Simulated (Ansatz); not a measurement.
`[AlH][Br]` radical, relaxed with UKS PBE0-D4/def2-TZVP in the Gaussian-basis code of Ansatz from a PBE-D4/def2-SVP geometry. The force threshold is 0.005 eV/Å; the program also tests the step.

The species carries charge 0 and has multiplicity 2.

Start:

```xyz
3

Al    0.548    0.085   -0.458
Br   -0.778    1.421    0.851
H     0.230   -1.506   -0.393
```

```json
{"step": "1", "energy (eV)": "-76648.9254", "largest force (eV/Å)": "0.225", "largest move (Å)": "0.000"}
{"step": "2", "energy (eV)": "-76648.9296", "largest force (eV/Å)": "0.040", "largest move (Å)": "0.016"}
{"step": "3", "energy (eV)": "-76648.9297", "largest force (eV/Å)": "0.002", "largest move (Å)": "0.003"}
```

End:

```xyz
3

Al    0.543    0.081   -0.455
Br   -0.771    1.408    0.844
H     0.228   -1.489   -0.389
```

Run time 11 s (2 threads of a server CPU on a shared host); peak host memory 0.23 GiB.
